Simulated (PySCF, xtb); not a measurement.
C4H7NSi, SMILES C/C(C#N)=C/[SiH3].

GFN2-xTB run with xtb 6.7.1 at its own geometry gives an orbital gap of 3.67 eV and a dipole moment of 3.50 D.

Coordinates come from a B3LYP-D3(BJ)/def2-SVP optimisation. The geometry has at least one imaginary mode, so it is a saddle point at that level. The structure was generated by enumeration; whether it is a known compound was not checked.

Problem. What does PySCF with ωB97X/def2-TZVP give? (An estimate is asked for; the answer gives what the named calculation found.)

Solution. gap 10.54 eV (levels -10.30 and 0.24 eV), dipole 3.97 D.
